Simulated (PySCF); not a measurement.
Stationary points of Ir₃N

Level of theory: PySCF, B3LYP, basis N def2-SVP, Ir def2-SVP with ECP60 (scalar-relativistic core potentials, no spin–orbit coupling, density fitting).

Relaxations began from a few typed shapes. The search is not exhaustive: other isomers or separated fragments can lie lower, and high-lying points may rest on an excited occupation.

Q: Order these stationary points by electronic energy, lowest first, in kJ/mol from the lowest minimum.
A. singlet C3v: Ir–Ir 2.916 Å (×3), N–Ir 1.791 Å (×3); Ir–Ir–Ir 60.0° (×3), Ir–Ir–N 35.5° (×6), Ir–N–Ir 109.0° (×3)
B. singlet (closed shell, unstable to spin polarisation) C2v: Ir–Ir 2.650 Å (×2), N–Ir 1.770 Å (×2), N–Ir 1.870 Å; Ir–Ir–Ir 83.6°, Ir–Ir–N 41.8° (×2), Ir–Ir–N 44.8° (×2), Ir–N–Ir 93.4° (×2), Ir–N–Ir 173.2°
C. singlet (closed shell, unstable to spin polarisation) Cs: Ir–Ir 2.618 Å (×2), N–Ir 1.784 Å (×2), N–Ir 1.867 Å; Ir–Ir–Ir 83.0°, Ir–Ir–N 42.9° (×2), Ir–Ir–N 45.5° (×2), Ir–N–Ir 91.6° (×2), Ir–N–Ir 153.3°
D. singlet D3h: N–Ir 1.772 Å (×3); Ir–N–Ir 120.0° (×3)
E. singlet C3v: Ir–Ir 2.490 Å (×3), N–Ir 1.942 Å (×3); Ir–Ir–Ir 60.0° (×3), Ir–Ir–N 50.1° (×6), Ir–N–Ir 79.7° (×3)

A: E (0.0), C (75.4), B (83.3), A (120.8), D (136.1).

Q: Which of them are minima?

A: By energy in kJ/mol, 0.0: minimum; 75.4: minimum of the closed-shell surface only; 83.3: saddle point, 2 imaginary modes; 120.8: saddle point, 2 imaginary modes; 136.1: saddle point, 3 imaginary modes.

For the lowest minimum: spin–orbit coupling, left out here, can matter for elements this heavy.
